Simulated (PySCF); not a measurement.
Working out the excitation energy of P

P [Ne] 3s2 3p3 (4S) → P [Ne] 3s1 3p4 (4P). All numbers are calculated (PySCF 2.14, the non-relativistic Hamiltonian (point nucleus), in aug-cc-pV(D+d)Z). Frozen: [Ne]. Energies in hartree (1 hartree = 27.21139 eV):

```
            part    P (lower)    P (upper)
             UHF  -340.709958  -340.417191
CCSD correlation    -0.087235    -0.103364
             (T)    -0.001697    -0.005423
```

**Question.** What does Hartree-Fock give?

**Answer.** (-340.417191) − (-340.709958) = 0.292767 hartree = 7.967 eV.

**Question.** What do CCSD and CCSD(T) give?

**Answer.** The CCSD correlation energies differ by -0.016129 hartree = -0.439 eV and the triples by -0.003726 hartree = -0.101 eV, so CCSD gives 7.528 eV and CCSD(T) 7.427 eV.

Measured between the centres of the two terms (NIST): 7.395 eV, so CCSD(T) (valence) is off by 0.032 eV.

The coupled-cluster amplitudes are large, so a single reference is strained.

What remains against the reference includes basis incompleteness, the frozen core and higher excitations.
